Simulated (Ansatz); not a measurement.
AlBH$_{4}$O$_{2}$S. The species carries charge 0 and has multiplicity 1. The bonds changed during the relaxation, so this is another structure than the one it started from.

Cartesian coordinates in Å:
```
O -0.3302 0.4023 -0.7076
B -0.0149 -0.9083 -0.2504
O -0.2245 -1.9080 -1.1335
S 0.5968 -0.8722 1.4218
Al 0.2124 1.3323 0.9329
H -0.6386 0.5438 -1.6070
H 0.0044 -2.7740 -0.7884
H 1.4842 2.2048 0.5708
H -1.0895 1.9793 1.5616
```

Task: What are the harmonic wavenumbers in cm⁻¹ at PBE0-D4/def2-TZVP (Ansatz, finite differences of forces, unscaled)? (Best estimate.)

Result: The calculation gave: 39, 286, 305, 367, 403, 408, 494, 504, 521, 571, 635, 671, 772, 948, 1032, 1203, 1421, 1926, 1928, 3864, 3902.

Task: Is this a minimum?

Result: Yes, all 21 modes are real.

Task: Give the ideal-gas thermochemistry at 298.15 K and 1 bar (rigid rotor, harmonic oscillator; point group Cs, symmetry number 1).

Result: Zero-point energy 132.8 kJ/mol; H(298) − E = 153.1 kJ/mol; entropy 341.7 J/(mol·K), of which translation 167.0, rotation 112.7, vibration 62.0; G(298) − E = 51.2 kJ/mol. Modes under 100 cm⁻¹ are hindered rotations or soft bends, so the harmonic entropy is rough.

Task: And at 400, 500, 600, 800 and 1000 K?

Result: 
```json
{"T (K)": "400", "H − E (kJ/mol)": "165.3", "S (J/mol/K)": "376.8", "G − E (kJ/mol)": "14.5"}
{"T (K)": "500", "H − E (kJ/mol)": "178.8", "S (J/mol/K)": "407.0", "G − E (kJ/mol)": "-24.7"}
{"T (K)": "600", "H − E (kJ/mol)": "193.6", "S (J/mol/K)": "433.8", "G − E (kJ/mol)": "-66.7"}
{"T (K)": "800", "H − E (kJ/mol)": "225.4", "S (J/mol/K)": "479.5", "G − E (kJ/mol)": "-158.2"}
{"T (K)": "1000", "H − E (kJ/mol)": "259.5", "S (J/mol/K)": "517.5", "G − E (kJ/mol)": "-258.0"}
```

Task: Rotational constants (cm⁻¹)?

Result: 0.1685, 0.09173, 0.06106.
